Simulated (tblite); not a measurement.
Q: What does the GFN2-xTB structure of `C1C(=[N])C[C@@H]([C@@H]1C)N` [radical] look like in three dimensions? (Doublet state.)

A: 
Z-matrix in Å and degrees, rows numbered from 1:
```
C 
C   1  1.5217
C   2  1.5289  1  113.17
C   3  1.5280  2  105.75  1  -153.35
N   4  1.2190  3  127.14  2  -173.89
C   4  1.5297  3  107.16  2     6.90
C   6  1.5383  4  104.80  3    17.99
N   7  1.4474  2  111.28  1    41.16
H   1  1.0868  2  110.07  3  -177.92
H   1  1.0860  2  110.48  3    62.64
H   1  1.0877  2  110.21  3   -58.07
H   2  1.0952  1  109.08  3   121.21
H   3  1.0893  2  113.56  1    85.92
H   3  1.0922  2  111.36  1   -36.24
H   6  1.0918  4  107.61  3  -100.58
H   6  1.0905  4  110.74  3   141.02
H   7  1.0953  2  111.20  1   -77.95
H   8  1.0143  7  110.77  2    63.39
H   8  1.0128  7  110.91  2  -176.59
```

C4 (carbon bonded to 2 C and N) is planar (angles 127.1°, 125.7° and 107.2°, sum 360.0°, 0.01 Å off the plane of its three neighbours). N8 (nitrogen bonded to C and 2 H) is pyramidal (angles 110.9°, 110.8° and 108.1°, sum 329.8°, 0.37 Å off the plane of its three neighbours). Of the pairs four or more bonds apart, N8···H10 is among the closest relative to their van der Waals radii: 2.51 Å, 91 % of the sum of Bondi's values. The C–N distances run from 1.219 Å (C4=N5, drawn double) to 1.447 Å (C7–N8, drawn single), a spread of 0.228 Å.

Structure optimised with GFN2-xTB, isolated species. This method treats the open shell by occupation alone, without spin polarisation.

Point group: C1 (no symmetry element, even within 0.4 Å). Its GFN2-xTB frequencies are all real (lowest 68 cm⁻¹). Torsions: C6–C7–N8–H -52° and 68°, C1–C2–C3–C4 -153°, C2–C3–C4–N5 -174°, C3–C4–C6–C7 18°, C4–C6–C7–N8 85°. 3 starts were optimised and ended at 0.00, 0.07 and 1.36 kcal/mol (GFN2-xTB); the lowest of these is shown.

One conformer stands for the species.

All values are computed, not measured.
